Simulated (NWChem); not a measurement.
# C4H6O; SMILES CC1=CCO1

```xyz
11

C      0.0312     1.8930     0.0000
C     -0.1159     0.4167     0.0000
C     -1.0627    -0.5361     0.0000
C      0.0583    -1.5459     0.0000
O      1.0068    -0.4141     0.0000
H      0.5879     2.2274     0.8842
H      0.5879     2.2274    -0.8842
H     -0.9506     2.3748     0.0000
H     -2.1411    -0.5740     0.0000
H      0.1980    -2.1543     0.8996
H      0.1980    -2.1543    -0.8996
```
Atoms are numbered in this order, from 1.

Results from NWChem. Structure relaxed at the B3LYP/6-31G* (spherical d) level.

Q: Estimate the computed values for BLYP/def2-SVP. Quantities: highest occupied level (eV); orbital gap (eV); dipole (D).

A: 
```json
{
 "highest occupied level (eV)": "-4.78",
 "orbital gap (eV)": "4.87",
 "dipole (D)": "0.94"
}
```
